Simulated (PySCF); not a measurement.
**`CC#C[Si@H]1P[Si@@H](F)P1`, C3H7FP2Si2**

Geometry (Å), atoms numbered from 1 in this order:
```xyz
15

C     3.681    0.781    0.244
C     2.368    0.229    0.016
C     1.274   -0.240   -0.182
Si   -0.418   -0.900   -0.460
P    -1.598   -0.951    1.500
Si   -2.996    0.400    0.354
F    -3.136    1.808    1.125
P    -1.723    0.673   -1.489
H     3.903    0.782    1.311
H     3.721    1.805   -0.127
H     4.430    0.184   -0.275
H    -0.401   -2.190   -1.164
H    -2.294   -2.113    1.207
H    -4.373   -0.035    0.178
H    -2.441   -0.226   -2.260
```

Method: TDDFT PBE0/def2-SVPD circular dichroism and optical rotation, one conformer, gas phase (PySCF). Geometry: GFN2-xTB.

Q: Draw the ECD and absorption spectra from the lowest 8 states, each a Gaussian of half-width 0.2 eV at 1/e height.

A: 
```
E (eV)  λ (nm)  Δε (L mol⁻¹ cm⁻¹)  ε (L mol⁻¹ cm⁻¹)
  4.00     310               0.00             0.946
  4.15     299              -0.01              22.9
  4.30     288              -0.07               182
  4.45     279              -0.17               499
  4.60     270              -0.14               676
  4.75     261              -0.04               909
  4.90     253               0.00               836
  5.05     246               0.00               321
  5.20     238               0.00                94
  5.35     232              +0.14               506
  5.50     225              +1.19              2080
  5.65     219              +2.59              3210
  5.80     214              +1.74              2420
```
Δε uses R in velocity form, ε uses f in length form. Only the states computed contribute, so the short-wavelength end is incomplete.
